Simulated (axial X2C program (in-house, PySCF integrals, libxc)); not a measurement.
# SRuS: properties at the nuclei

Calculated with an in-house all-electron X2C program for linear molecules (integrals from PySCF): two-component X2C with atomic mean-field Coulomb and Gaunt terms, Gaussian nuclei, basis S dyall-av3z, Ru dyall-v3z with contracted cores.

S–Ru–S held linear, with bonds 2.097 and 2.097 Å (near the PBE0 minimum at charge 0 of the determinant lowest at the starting distance; the state shown can have its own minimum elsewhere, held linear; other orders of the atoms were not compared).

Determinant lowest in the PBE0 search, Ω = 3 (⟨Sz⟩ = 1.00, ⟨Lz⟩ = 2.00 at PBE0), spin on the atoms S -0.08, Ru 1.16, S -0.08:

```csv
level,A∥/gI S (MHz),qzz S (a.u.),A∥/gI Ru (MHz),qzz Ru (a.u.)
PBE0,6.51,-1.92,930,-2.66
HF,1.46,-2.18,724,-2.03
BHandHLYP,5.31,-2.09,870,-2.48
```

A∥ (defined per Ω) follows by multiplying with gI = μI/(I μN); qzz is the electric field gradient, eQq0 = 234.96 MHz × Q/barn × qzz. The operators were transformed with the bare-nucleus X2C matrices; with these basis sets, hyperfine constants and field gradients can be off by tens of per cent, and where levels differ in sign neither size nor sign is settled.

**Question.** With Q(33S) = -0.0694 barn, gI(101Ru) = -0.2880, Q(101Ru) = 0.457 barn (g factors from the IAEA table of nuclear moments by Stone; Q from Pyykkö, Mol. Phys. 2018), turn the PBE0 values of the first state into constants in MHz.

**Answer.** eQq0(33S) = 234.96 × (-0.0694) × (-1.92) = 31.3 MHz; A∥(101Ru) = 930 × -0.2880 = -268 MHz; eQq0(101Ru) = 234.96 × (0.457) × (-2.66) = -286 MHz.

The molecule was held linear; bending was not examined, so a bent shape may lie lower.

Each state is one determinant with collinear spin, which with several unpaired electrons need not be a pure state. Unrestricted Hartree–Fock can overshoot spin polarisation at the nuclei. With several open shells hyperfine constants can be off by a factor of several. Open-shell Ω = 0 determinants with evenly filled partner blocks cannot be reached by this program, so the Ω shown need not be the lowest component. The search compared states at one distance, so a state with another bond length can lie lower. Further determinants of the search, some of them spin-mixed, are not shown. Where a field gradient or hyperfine factor spreads by more than a factor of two over the levels, a constant derived from it is not to be relied on.
